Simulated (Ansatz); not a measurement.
Cost and result for the atomization energy of C2H8OSSi, SMILES `C[SiH](O)CS` (13 atoms, 12 bonds).

```xyz
13

C    -0.1107   -0.0703    1.6889
Si   -0.7641   -0.4061   -0.0235
O    -0.3650   -1.9085   -0.5674
C    -0.0805    0.8558   -1.2419
S     1.6807    0.5439   -1.5697
H    -0.4983   -0.8135    2.3899
H    -0.4238    0.9176    2.0387
H     0.9806   -0.1171    1.7299
H    -2.2495   -0.3457   -0.0114
H     0.5102   -1.9586   -0.9638
H    -0.2354    1.8961   -0.9488
H    -0.5680    0.7158   -2.2105
H     2.1238    0.6905   -0.3104
```

Charge 0, multiplicity 1. All single points use the PBE0-D4/def2-TZVP geometry. It is one conformer, not always the lowest. Program: Ansatz. All runs use 4 threads of an Arm Neoverse V2 on a shared host. Times are those of one run each, without the atoms' runs, and a repeat can differ threefold. Electronic energies, without spin–orbit coupling; frozen cores. CCSD(T)/CBS adds CCSD(T) − MP2 in def2-TZVPP to the MP2 limit, and its time is that of the two runs behind it. T1 = 0.011. B3LYP takes the VWN-RPA correlation (the form of Gaussian; ORCA's B3LYP/G).

CCSD(T)/CBS is a level of theory with its own doubt, some kJ/mol a heavy atom from the limit and from the frozen cores, so smaller differences don't rank the functionals.

| level | functions | wall time | atomization (kJ/mol) | difference from CCSD(T)/CBS | per bond |
| --- | --- | --- | --- | --- | --- |
| PBE-D4/def2-TZVPP (with forces) | 289 | 2.8 s | 4780.5 | 41.2 | 3.4 |
| PBE0-D4/def2-TZVPP | 289 | 3.5 s | 4720.1 | -19.2 | -1.6 |
| r2SCAN-D4/def2-TZVPP (with forces) | 289 | 5.5 s | 4738.4 | -0.9 | -0.1 |
| B3LYP-D4/def2-TZVPP (with forces) | 289 | 5.5 s | 4717.9 | -21.4 | -1.8 |
| B2PLYP/def2-TZVPP | 289 | 6 s | 4666.8 | -72.5 | -6.0 |
| ωB97X-V/def2-TZVPP | 289 | 8.5 s | 4745.1 | 5.8 | 0.5 |
| ωB97M-V/def2-TZVPP (with forces) | 289 | 13 s | 4750.1 | 10.8 | 0.9 |
| MP2/def2-QZVPP | 551 | 27 s | 4740.8 | 1.5 | 0.1 |
| CCSD(T)/def2-TZVPP | 289 | 3.8 min | 4613.8 | -125.5 | -10.5 |
| CCSD(T)/CBS(def2) | – | 4.2 min | 4739.3 | 0.0 | 0.0 |

In def2-TZVPP, CCSD(T) changes the Hartree–Fock value by +1134.1 kJ/mol (the triples alone add +62.3 kJ/mol) and MP2 by +1186.8 kJ/mol; breaking electron pairs costs correlation energy, which Hartree–Fock lacks. The D4 term adds +48.5 kJ/mol with B3LYP and +25.6 kJ/mol with PBE0; it sums over pairs of atoms, weighted by their polarisabilities, and B3LYP, whose exchange is more repulsive, gets the larger term. From PBE to PBE0 (25 % exact exchange), in def2-TZVPP and without D4, the atomization energy moves by −55.9 kJ/mol: exact exchange takes away binding that semilocal exchange gives to molecules.
